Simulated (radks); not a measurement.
Task: Successive ionisation energies (eV) of one element, from differences of total energies of ions in their ground configurations, starting at charge 44: 2393.9, 2453.7, 2512.9, 2589.0, 2650.3, 2710.9, 2993.9, 3063.1, 5092.3, 5232.9, 5374.4, 5516.9, 5659.9, 5844.8, 5993.5, 6143.2, 6293.6, 6444.6, 7079.2, 7212.3, 7343.3, 7515.0. Method: scalar-relativistic Kohn-Sham, exchange-only LDA, spin-polarised, spherical densities, point nucleus; open shells are filled with parallel spins first (spin-orbit coupling, left out, can overturn this in heavy ions); computed with a radial shooting solver on a logarithmic mesh with Libxc functionals. Which element is it?

Result: Mercury (Z = 80). The first species listed is Hg44+ in [Kr], the last Hg65+ in [Ne] 3s2 3p3.
